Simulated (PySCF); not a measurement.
Se(OH)(SMe) (CH4OSSe), SMILES CS[Se]O. The structure is a stationary point at PBE-D3(BJ)/def2-SVP. This is a generated structure with no PubChem entry under its InChIKey; it may be hypothetical. One conformer was computed; it need not be the lowest.

Method: PBE-D3(BJ)/def2-SVP in PySCF.

Harmonic wavenumbers (cm⁻¹): 99, 126, 195, 218, 385, 413, 592, 670, 918, 921, 1048, 1263, 1381, 1398, 2978, 3090, 3108, 3657. Rotational constants (GHz): 6.853, 2.101, 1.923; symmetry number 1.

Q: Work out the zero-point energy and the ideal-gas rigid-rotor harmonic-oscillator thermochemistry at 298.15 K and 1 atm.

A: ZPE = ½ Σ hcν = ½ × 22460 cm⁻¹ = 32.11 kcal/mol. H − E(el) = 36.73 kcal/mol. Entropy in cal/(mol K): translation 40.79, rotation 26.85, vibration 13.78, total 81.42. G − E(el) = 12.46 kcal/mol. Cp = 22.03 cal/(mol K). Modes under 150 cm⁻¹ make the vibrational entropy uncertain.
